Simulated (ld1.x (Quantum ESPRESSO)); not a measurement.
## cadmium (Cd): one change to a TM potential, before and after

```
Element                 : cadmium (Cd)
Generator               : ld1.x (Quantum ESPRESSO) 7.5
Type                    : norm-conserving Troullier–Martins (Kleinman–Bylander form)
Functional              : PBE
Relativity              : scalar-relativistic
Frozen core             : [Kr]
Valence charge          : 12
Reference configuration : 4d10 5s1 5p1
Partial waves           : 5s (bound): rc 1.80 bohr; 5p (bound): rc 2.95 bohr; 4d (bound): rc 1.40 bohr
Local potential         : the d channel
Core correction         : none
```

Change: core correction a·sin(br)/r model core inside 1.70 bohr.

Cutoffs: the cutoffs (Ry, on a coarse ladder) from which the occupation-weighted sum of valence levels, in a spherical-Bessel basis at the reference potential, stays within 10 and 1 mRy of its value at 400 Ry; they do not see the model core or the augmentation charge, which bear on the density cutoff. Errors are all-electron minus pseudo energies relative to the spin-unpolarised reference configuration.

Problem. What does the change do?

Solution. The potential gets neither clearly harder nor softer (80 Ry and 140 Ry → 80 Ry and 140 Ry); both files keep a bound ghost (p, s); of the 7 tests that both files solve, the error grows in 3 and shrinks in 4 by more than 15 % and 0.3 meV (median size 7.1 → 2.7 meV). A model core, the more so a compact one, raises the density cutoff, which this test does not measure.

| quantity | base | changed |
| --- | --- | --- |
| cutoff, loose | 80 Ry | 80 Ry |
| cutoff, tight | 140 Ry | 140 Ry |
| bound ghosts | s, p | s, p |
| error for 4d10 5s2 5p0, meV [ΔE -4.67 eV] | +4.0 | +0.8 |
| error for 4d10 5s1 5p0, meV [ΔE 4.61 eV] | +0.6 | -2.7 |
| error for 4d10 5s0 5p0, meV [ΔE 21.73 eV] | +27 | -19 |
| error for 4d9 5s2 5p0, meV [ΔE 13.31 eV] | -42 | -53 |
| error for 4d9 5s2 5p1, meV [ΔE 7.98 eV] | -78 | -93 |
| error for 4d10 5s1.5 5p0, meV [ΔE -0.96 eV] | +0.7 | -0.3 |
| error for 4d10 5s0 5p1, meV [ΔE 10.39 eV] | +7.1 | -2.6 |
| s: phases at 3.19 bohr within 0.05 rad from the reference energy up to (Ry; the scan ends near 5) | 1.5 | 1.5 |
| p: phases at 3.19 bohr within 0.05 rad from the reference energy up to (Ry; the scan ends near 5) | 2.5 | 2.5 |
| d: phases at 3.19 bohr within 0.05 rad from the reference energy up to (Ry; the scan ends near 5) | to the end of the scan | to the end of the scan |

 A true bound ghost makes a file unfit for plane-wave use even where its test errors are small: the radial tests pick states by their node count and pass the ghost by.
